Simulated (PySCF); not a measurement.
FIn, charge +1, doublet (typed; the unrestricted solution is spin-contaminated), at a GFN2-xTB geometry (such geometries of metal compounds can be far from the true shape) (a state made from the parent by changing its charge; the spin is typed, not shown lowest) (all electrons, no relativity); PySCF with HF/STO-3G.

Here is a job for PySCF.
```python
from pyscf import gto, scf

mol = gto.M(
    atom='''
In   -0.00000000   -0.00000000   -0.35495561
F     0.00000000    0.00000000    1.93253608
''',
    basis='sto-3g',
    charge=1,
    spin=1,
    verbose=4,
)

mf = scf.UHF(mol)
mf.kernel()
```

Task: What does PySCF print? Leave out banner, timings and long lists.

Result: 
```
PySCF version 2.14.0

[INPUT] verbose = 4
[INPUT] num. atoms = 2
[INPUT] num. electrons = 57
[INPUT] charge = 1
[INPUT] spin (= nelec alpha-beta = 2S) = 1
[INPUT] symmetry False subgroup None
[INPUT] Mole.unit = angstrom
[INPUT] Symbol           X                Y                Z      unit          X                Y                Z       unit  Magmom
[INPUT]  1 In     0.000000000000   0.000000000000  -0.354955610000 AA    0.000000000000   0.000000000000  -0.670768889278 Bohr   0.0
[INPUT]  2 F      0.000000000000   0.000000000000   1.932536080000 AA    0.000000000000   0.000000000000   3.651963917041 Bohr   0.0

nuclear repulsion = 102.018796848928
number of shells = 14
number of NR pGTOs = 96
number of NR cGTOs = 32
basis = sto-3g
ecp = {}

******** <class 'pyscf.scf.uhf.UHF'> ********
method = UHF
initial guess = minao
damping factor = 0
level_shift factor = 0
DIIS = <class 'pyscf.scf.diis.CDIIS'>
diis_start_cycle = 1
diis_space = 8
diis_damp = 0
SCF conv_tol = 1e-09
SCF conv_tol_grad = None
SCF max_cycles = 50
direct_scf = True
direct_scf_tol = 1e-13
number electrons alpha = 29  beta = 28
Set gradient conv threshold to 3.16228e-05
init E= -5764.91986041622

cycle= 1 E= -5780.55592680232  delta_E= -15.6  |g|= 0.28  |ddm|=  1.3
cycle= 2 E= -5780.61318060723  delta_E= -0.0573  |g|= 0.27  |ddm|= 0.992
cycle= 3 E= -5780.68268464645  delta_E= -0.0695  |g|= 0.0717  |ddm|= 0.422
cycle= 4 E= -5780.70155352903  delta_E= -0.0189  |g|= 0.0547  |ddm|= 0.262
cycle= 5 E= -5780.71683576369  delta_E= -0.0153  |g|= 0.0295  |ddm|= 0.311
cycle= 6 E= -5780.7207464527  delta_E= -0.00391  |g|= 0.0135  |ddm|= 0.17
cycle= 7 E= -5780.72162886587  delta_E= -0.000882  |g|= 0.00452  |ddm|= 0.0952
cycle= 8 E= -5780.72156827026  delta_E= 6.06e-05  |g|= 0.00702  |ddm|= 0.0363
cycle= 9 E= -5780.72175173527  delta_E= -0.000183  |g|= 0.000303  |ddm|= 0.0513
cycle= 10 E= -5780.72175205184  delta_E= -3.17e-07  |g|= 0.000109  |ddm|= 0.00216
cycle= 11 E= -5780.72175208666  delta_E= -3.48e-08  |g|= 3.19e-05  |ddm|= 0.000678
cycle= 12 E= -5780.72175208872  delta_E= -2.06e-09  |g|= 1.29e-05  |ddm|= 0.000189
cycle= 13 E= -5780.72175208914  delta_E= -4.2e-10  |g|= 1.67e-06  |ddm|= 6.42e-05
Extra cycle  E= -5780.72175208914  delta_E=    0  |g|= 8.26e-07  |ddm|= 3.88e-06
converged SCF energy = -5780.72175208914  <S^2> = 0.89194784  2S+1 = 2.1372392
```
